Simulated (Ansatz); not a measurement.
`[AlH2]/[CH]=C/Cl` and `F/C=C/Cl` differ in one atom or group.

Ansatz, PBE0-D4/def2-TZVP geometries, multiplicity 1. 

```tsv
property	`[AlH2]/[CH]=C/Cl`
size of the dipole moment (B3LYP/def2-TZVPP) / D	0.62
HOMO energy (ωB97M-V/def2-TZVPP) / eV	-9.92
HOMO energy (B3LYP/def2-TZVPP) / eV	-7.53
HOMO energy (PBE/def2-TZVPP) / eV	-6.68
zero-point energy (PBE0-D4/def2-TZVP) / kJ/mol	121.6
size of the dipole moment (ωB97M-V/def2-TZVPP) / D	0.71
```

Task: What does the change do to each property? (An estimate is asked.)

Result: Ansatz gave: 
```
                                          property  `F/C=C/Cl`  shift
  size of the dipole moment (B3LYP/def2-TZVPP) / D        0.15  -0.47
             HOMO energy (ωB97M-V/def2-TZVPP) / eV       -9.62   0.30
               HOMO energy (B3LYP/def2-TZVPP) / eV       -7.20   0.33
                 HOMO energy (PBE/def2-TZVPP) / eV       -6.17   0.51
    zero-point energy (PBE0-D4/def2-TZVP) / kJ/mol        93.3  -28.3
size of the dipole moment (ωB97M-V/def2-TZVPP) / D        0.17  -0.54
```

With PBE0 the HOMO rises by 0.36 eV and the LUMO rises by 1.69 eV, so the gap widens by about 1.33 eV. PBE moves the HOMO by 0.51 eV and ωB97M-V by 0.30 eV. The zero-point energy changes by -28.3 kJ/mol with -6 modes. Dipoles are sizes alone; their direction can turn.

B3LYP here is the variant with VWN-RPA as its local correlation; programs differ in this.
